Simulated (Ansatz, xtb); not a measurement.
AlFH3NSi: which of two structures lies lower

Structure X is a singlet given by its coordinates and structure Y is `[F][AlH][NH][SiH]`, a singlet. Both are isolated molecules in the gas phase, relaxed with B3LYP/6-31G*; the shapes shown needn't be the lowest conformers.

X (Å):

```yaml
atoms:
  - { symbol: Al, position_ang: [-1.3231, 2.0143, -0.8528] }
  - { symbol: F, position_ang: [-1.0659, 0.8260, 0.6350] }
  - { symbol: N, position_ang: [-2.1200, 0.3878, -1.4562] }
  - { symbol: Si, position_ang: [-1.8700, -0.6109, -0.1282] }
  - { symbol: H, position_ang: [-2.5809, 0.1326, -2.3217] }
  - { symbol: H, position_ang: [-2.3256, 3.1576, -0.3925] }
  - { symbol: H, position_ang: [0.1091, 2.3576, -1.4488] }
```

Close contacts (Å): Al1–F2 1.92, Al1–N3 1.91, F2–Si4 1.81, N3–Si4 1.68, Al1–H6 1.59, Al1–H7 1.59, N3–H5 1.01.

Y (Å):

```
atom    x (Å)    y (Å)    z (Å)
  Al   0.5670   1.1388   0.4319
   F   1.3492   2.4487  -0.2200
   N   0.7156  -0.4319  -0.4585
  Si   0.0144  -1.9665  -0.0185
   H  -0.6610  -1.4228   1.2532
   H  -0.2513   1.3019   1.7598
   H   1.2661  -0.4474  -1.3153
```

Energies in hartree; the thermal terms are from B3LYP/6-31G* harmonic frequencies (ideal gas, rigid rotor, one conformer each, 298.15 K, 1 atm) and include the zero-point energy:

|  | X | Y |
| --- | --- | --- |
| E, CCSD(T)/def2-TZVP | −687.355555 | −687.352349 |
| zero-point energy | 0.033105 | 0.033572 |
| H(298 K) − E | 0.039426 | 0.040499 |
| G(298 K) − E | 0.004730 | 0.003436 |

Work out ΔE, ΔE₀, ΔH and ΔG for X → Y in kJ/mol (1 Eh = 2625.50 kJ/mol) and the equilibrium ratio [Y]/[X].

1. ΔE = −687.352349 − (−687.355555) = +0.003206 Eh = +8.42 kJ/mol.
2. ΔE₀ = ΔE + ΔZPE = +0.003206 + (+0.000467) Eh = +9.64 kJ/mol.
3. ΔH = ΔE + (+0.001073) Eh = +11.23 kJ/mol.
4. ΔG = ΔE + (−0.001294) Eh = +5.02 kJ/mol, so ΔS = (ΔH − ΔG)/T = +20.8 J/(mol K).
5. kT = 0.9442 mEh, so K = [Y]/[X] = exp(−ΔG/kT) = exp(−2.03) ≈ 0.13.

Structure X is favoured at this temperature. An error of 4 kJ/mol in ΔG would change K by a factor of 5. HF/def2-TZVP found them nearly level. Mirror images and further conformers aren't counted.

Other levels gave ΔE = +22.0 (B3LYP/6-31G*); −0.5 (HF/def2-TZVP); +9.1 (MP2/def2-TZVP) kJ/mol. The correlated steps freeze 12 core orbitals. Programs: Ansatz 0.2.0.
